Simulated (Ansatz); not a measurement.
Computed with Ansatz on PBE0-D4/def2-TZVP structures; ΔE is electronic, products minus reactants. CCSD(T)/CBS is the MP2 limit (def2-TZVPP, def2-QZVPP) plus CCSD(T) − MP2 in def2-TZVPP, frozen cores. This one scheme is used for every species. Functionals use def2-TZVPP. For Ge outer-core shells are correlated without core-valence functions, which leaves a few kJ/mol of doubt a bond. Scalar relativity is left out up to krypton. One conformer a species, not always the lowest.

Consider the hydrogenolysis of a Ge–C bond: `C[O][GeH2][CH2][Si](C)(C)C` + H₂ → `C[O][GeH3]` + `C[Si](C)(C)C`.

Is it downhill or uphill in electronic energy at CCSD(T)/CBS, and by how much? (An estimate is asked.)

The calculation gave: Downhill: ΔE = -9.9 kJ/mol.

What do these levels give: r2SCAN-D4, PBE0-D4, CAM-B3LYP-D4, r2SCAN0, HF/def2-TZVPP, MP2/CBS(def2)? (Best estimate.)

Computed: r2SCAN-D4 -15.8, PBE0-D4 -16.1, CAM-B3LYP-D4 -21.6, r2SCAN0 -23.7, HF/def2-TZVPP -52.2, MP2/CBS(def2) -2.1 kJ/mol.

Largest T1 diagnostic among the species: 0.011.

Leaving LDA and LC-ωPBE aside and taking each functional with its dispersion term where it has one, the values, not all of them listed here, spread over 18.3 kJ/mol, from B2PLYP to revPBE-D4. LDA lies +13.5 kJ/mol from PBE without D4. The D4 term adds +24.3 kJ/mol with B3LYP and +14.5 kJ/mol with PBE0; it sums over pairs of atoms, weighted by their polarisabilities, and B3LYP, whose exchange is more repulsive, gets the larger term.

B3LYP here is the variant with VWN-RPA as its local correlation; programs differ in this.
